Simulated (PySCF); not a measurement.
**How methods differ on the excitation energy of Pt²⁺**

Pt²⁺ [Xe] 4f14 5d8 (3F) → Pt²⁺ [Xe] 4f14 5d7 6p1 (high-spin determinant), as a difference of total energies. Computed with PySCF 2.14 in def2-TZVPPD with the def2 core potential (60 electrons) (6s5p3d2f1g, 59 functions), with scalar relativity through the core potential. Correlated levels: valence and next inner shell: nothing frozen outside the core potential. The calculations carry no spin-orbit coupling.

```tsv
method	excitation energy (eV)
UHF	11.308
MP2 (valence and next inner shell)	11.990
SCS-MP2 (valence and next inner shell)	12.109
CCSD (valence and next inner shell)	11.886
CCSD(T) (valence and next inner shell)	11.886
```

Question: How much does correlation contribute at CCSD(T) (valence and next inner shell)?

Answer: 11.886 − (11.308) = 0.578 eV, measured against UHF.

The determinant of the upper state mixes LS terms, which raises its energy above the lowest term, most at the Hartree-Fock and MP2 levels.
